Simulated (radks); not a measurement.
The numbers below are computed, except where a source is named.
Ce XLIII, configuration [Ne] 3s2 3p4.

Code: a radial shooting solver on a logarithmic mesh with Libxc functionals. Model: scalar-relativistic Kohn-Sham, PBE, spin-unpolarised, spherical densities, point nucleus.

Energy parts (eV):
part                      energy
total                 -198358.81
kinetic                212490.33
electron-nucleus      -433485.49
Hartree                 25973.85
exchange-correlation    -3337.50

Orbitals (lengths in bohr, moments of r in powers of bohr; r(max) is where P^2 peaks):
| orbital | occ. | eigenvalue (eV) | r(max) |
|---|---|---|---|
| 1s | 2 | -42864.74 | 0.01574 |
| 2s | 2 | -8942.710 | 0.08857 |
| 2p | 6 | -8291.942 | 0.07121 |
| 3s | 2 | -3468.618 | 0.2398 |
| 3p | 4 | -3266.922 | 0.2316 |
| 3d | 0 | -3040.864 | 0.1842 |
| 4s | 0 | -1815.820 | 0.4805 |

The highest occupied level is 3p at -3266.9 eV. Summed over all electrons, <r^2> = 0.5150 bohr^2, which gives a Langevin (diamagnetic) susceptibility term of -0.408 x 10^-6 cm^3/mol. The density falls to 0.001 e/bohr^3 at r = 0.73 bohr. For comparison, the ionisation energy in NIST's Atomic Spectra Database is 3274 eV (theoretical). In exact Kohn-Sham theory the highest level is minus the ionisation energy, but local and semilocal functionals leave it too shallow, through self-interaction and a potential that decays too fast; potentials with the right tail come closer.

Beside tabulated values, note that spin-unpolarised runs miss the spin-polarisation part of the exchange energy of open shells.
